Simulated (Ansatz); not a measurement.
A run for Ansatz (a first-principles code): R-wB97X-V/def2-TZVPPD on AlAsH6 (a complex), monomers drawn apart or pushed together. Files ending in .json are basis or fitting sets from the Basis Set Exchange.

Ansatz 0.2 input:
```yaml
crystal:
  periodic: [false, false, false]
  atoms:
    - {symbol: Al, position_ang: [0.28219905, 0.62545735, 0.56096258]}
    - {symbol: H, position_ang: [-0.54047815, -0.29260812, -0.44148129]}
    - {symbol: H, position_ang: [-0.24747156, 2.09128831, 0.86980076]}
    - {symbol: H, position_ang: [1.81159463, 0.28935591, 0.83026113]}
    - {symbol: As, position_ang: [-0.55839351, -0.37813275, 2.57490498]}
    - {symbol: H, position_ang: [-0.09328880, 0.12184971, 3.92274075]}
    - {symbol: H, position_ang: [-0.33927801, -1.84960923, 2.83899008]}
    - {symbol: H, position_ang: [-2.03970092, -0.35657577, 2.87194017]}
basis:
  gaussian:
    orbitals: def2-TZVPPD.json
hamiltonian:
  xc: {name: wB97X-V}
scf: {lower_state_search: off}
```

The log:

```
WARN ansatz: RAYON_NUM_THREADS=2 ignored (pool sized by the plan → 2); use --threads N
Functional definition: wB97X-V
these checks for a lower state are left out or cut short: stability, starts, cluster_reference, orbital_swaps, neighbouring_geometries, increment
integrals: 0.17 GiB planned
1087 factors; their error is unknown
integrals: 0.20 GiB planned
311 factors; integrals over basis functions are off by at most 2.3e-5 eV
mean field: 1.35 GiB planned
mean field evaluation 1: about -67527.7549 eV, gradient 1.6e1 eV
mean field evaluation 2: about -67528.3851 eV, gradient 1.2e1 eV
mean field evaluation 4: about -67528.5020 eV, gradient 3.7e-1 eV
mean field evaluation 8: about -67528.6718 eV, gradient 9.9e-3 eV
mean field -67528.67181620 eV, -2481.6329166675 hartree, gradient 3.8e-6 eV, S^2 0.000000; 0 other end points of the search recorded, 0 dependent functions left out
reference -67528.67181370 eV, -2481.6329165756 hartree; 26, 26 occupied and 178, 178 virtual orbitals, 1087 factors
Total energy: -67528.67181370 eV, -2481.6329165756 hartree
Checks for a lower state left out: stability, starts, cluster_reference, orbital_swaps, neighbouring_geometries, increment
```

The run converged.

Cost: very roughly 9 core-seconds.
